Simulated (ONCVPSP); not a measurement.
**What one change does to a pseudopotential (antimony (Sb), ONCV)**

ONCVPSP 4.0.1 input, shortened (lines: element, Z, core and valence counts, functional; n l f; lmax; l rc ep ncon nbas qcut; lloc lpopt rc5 dvloc0; l nproj debl; icmod fcfact rcfact), revPBE, scalar-relativistic:

```
  Sb 51.00    8    3  -102130      upf
    1    0    2.00
    2    0    2.00
    2    1    6.00
    3    0    2.00
    3    1    6.00
    3    2   10.00
    4    0    2.00
    4    1    6.00
    4    2   10.00
    5    0    2.00
    5    1    3.00
    2
    0    1.60    0.00    4    8    4.00
    1    1.95    0.00    4    7    4.30
    2    1.60    0.00    5    9   10.50
    4    1    1.30    0.00
    0    2    0.60
    1    2    1.00
    2    3    3.50
    3    3.00    1.35
```

Change: p: qcut 4.7.

Cutoffs: the cutoffs (Ha) at which the residual kinetic energy of the hardest occupied pseudo-wave falls to 1 and 0.1 mHa per electron; they do not see the model core or the augmentation charge, which bear on the density cutoff. Errors are all-electron minus pseudo energies relative to the spin-unpolarised reference configuration.

Question: What does the change do?

Answer: The potential gets neither clearly harder nor softer (40 Ha and 68 Ha → 40 Ha and 68 Ha); the bound ghosts move from s to p, s; the lowest positive-energy flag moves from p at 57.5 eV to none; the errors of the 3 common tests hardly move; the range in which the p phases agree widens (upper end 2.0 → at the end of the scan).

| quantity | base | changed |
| --- | --- | --- |
| cutoff, loose | 40 Ha | 40 Ha |
| cutoff, tight | 68 Ha | 68 Ha |
| loose cutoff by channel | s 36 Ha, p 6.2 Ha, d 40 Ha | s 36 Ha, p 6.2 Ha, d 40 Ha |
| bound ghosts | s | s, p |
| GHOST(+) flags under 300 eV | p at 57.5 eV | none |
| tests with a reliable result | 3 of 4 | 3 of 4 |
| error for 4d10 5s2 5p2, meV [ΔE 8.26 eV] | -2.7 | -2.7 |
| error for 4d10 5s2 5p1, meV [ΔE 24.15 eV] | -8.8 | -9.1 |
| error for 4d10 5s2 5p0, meV [ΔE 48.44 eV] | -12 | -13 |
| s: phases at 1.62 bohr within 0.05 rad from the reference energy up to (Ha; the scan ends near 5) | to the end of the scan | to the end of the scan |
| p: phases at 1.98 bohr within 0.05 rad from the reference energy up to (Ha; the scan ends near 5) | 2.0 | to the end of the scan |
| d: phases at 1.62 bohr within 0.05 rad from the reference energy up to (Ha; the scan ends near 5) | to the end of the scan | to the end of the scan |
| rms error of d²Exc/dni dnj with the model core, mHa | 1.87 | 1.87 |

 A true bound ghost makes a file unfit for plane-wave use even where its test errors are small: the radial tests pick states by their node count and pass the ghost by.
